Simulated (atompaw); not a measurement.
Building the PAW (atompaw) potential for Be (Z = 4) (PBEsol, scalar-relativistic).

* Element: Be
* Generator: atompaw 4.2.0.5
* Type: PAW
* Functional: PBEsol
* Relativity: scalar-relativistic
* Frozen core: [He]
* Valence charge: 2
* Reference configuration: 2s2 2p0
* Partial waves: 2s (bound): rc 1.45 bohr; 2s channel at 0.5 Ry: rc 3.00 bohr; 2p (bound, empty): rc 3.00 bohr; 2p channel at 0.85 Ry: rc 3.00 bohr; 3d channel at 0.05 Ry: rc 3.00 bohr; 3d channel at 2.8 Ry: rc 3.00 bohr
* Local potential: bessel scheme, radius 2.60 bohr
* Core correction: smooth core density matched at 1.70 bohr
* Augmentation charge: sinc compensation charge, radius 2.95 bohr; PAW radius 3.00 bohr; waves and projectors: custom polynom2 7 10 vanderbiltortho

Problem. Does this generation succeed?

Solution. No. atompaw 4.2.0.5 stopped with "atompaw: The overlap operator has at least one negative eigenvalue!": the overlap operator built from these waves and projectors is not positive definite.
